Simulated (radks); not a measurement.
The bismuth anion Bi3-, [Rn], held by a Watson sphere: a shell of charge +2.76 at radius R that stands for the Madelung well of a crystal (potential energy -2.76/R inside, -2.76/r outside, in hartree with lengths in bohr). Method: scalar-relativistic Kohn-Sham, LDA (Slater exchange, Perdew-Wang correlation), spin-unpolarised, spherical densities, finite nucleus; Fermi nuclear charge, rms radius of each element as measured or else 0.836 A^(1/3) + 0.57 fm; computed with a radial shooting solver on a logarithmic mesh with Libxc functionals. Response by self-consistent Sternheimer equations with the Hartree and adiabatic LDA kernel, the relativistic mass of each level held fixed and spin-orbit coupling left out. The sphere does not respond.

R (bohr)  e(5d) (eV)  e(6s) (eV)  e(6p) (eV)  <r> 6p (bohr)  sum of <r^2> (bohr^2)  X-ray form factor at sin(theta)/lambda = 0.3 1/angstrom  alpha (bohr^3)
2.97         -24.855     -13.931      -4.800          3.068                  109.2                                                   62.245           77.14
3.43         -24.136     -12.959      -4.251          3.252                  117.9                                                   62.317           101.5
3.51         -24.044     -12.817      -4.157          3.285                  119.4                                                   62.327           106.6
4.07         -23.562     -12.005      -3.543          3.507                  130.7                                                   62.374           149.7
4.24         -23.456     -11.813      -3.374          3.573                  134.3                                                   62.382           165.7
5.1          -23.087     -11.120      -2.643          3.896                  153.3                                                   62.399           272.6
5.27         -23.036     -11.024      -2.522          3.958                  157.2                                                   62.400           299.8
5.55         -22.962     -10.888      -2.338          4.058                  163.9                                                   62.402           349.8
